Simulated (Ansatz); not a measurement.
Stepwise reaction of `[OH][Al]([OH])[SH]` with hydrogen chloride, as a gas-phase model of exchange steps in deposition or etching. ΔE in kJ/mol.

Program: Ansatz. Geometries: PBE0-D4/def2-TZVP. ΔE: electronic, gas phase. CCSD(T)/CBS is the MP2 limit (def2-TZVPP, def2-QZVPP) plus CCSD(T) − MP2 in def2-TZVPP, frozen cores. This one scheme is used for every species. DFT in def2-TZVPP. B3LYP here is the variant with VWN-RPA as its local correlation; programs differ in this. Each species was taken in one conformer, which may not be the lowest.

```csv
step,reaction,PBE-D4,B3LYP-D4,ωB97M-V,CCSD(T)/CBS
1,`[OH][Al]([OH])[SH]` + HCl → `[OH][Al]([SH])[Cl]` + H₂O,-33.8,-28.9,-31.2,-32.9
```

Q: Give the row of step 2, `[OH][Al]([SH])[Cl]` + HCl → `[SH][Al]([Cl])[Cl]` + H₂O. (An estimate is asked.)

A: The calculation gave: 
```
step                                                 reaction  PBE-D4  B3LYP-D4  ωB97M-V  CCSD(T)/CBS
   2  `[OH][Al]([SH])[Cl]` + HCl → `[SH][Al]([Cl])[Cl]` + H₂O   -25.1     -20.4    -22.4        -25.4
```

Q: By hand: ΔE of the 2 steps together at CCSD(T)/CBS.

A: (-32.9) + (-25.4) = -58.3 kJ/mol, or -29.1 kJ/mol a step.

In ΔE each step is higher than the one before. All are downhill at CCSD(T)/CBS. PBE-D4 differs from CCSD(T)/CBS by -0.9 to 0.3 kJ/mol a step. Isolated molecules leave out the surface, adducts and barriers. Largest T1 diagnostic: 0.012.
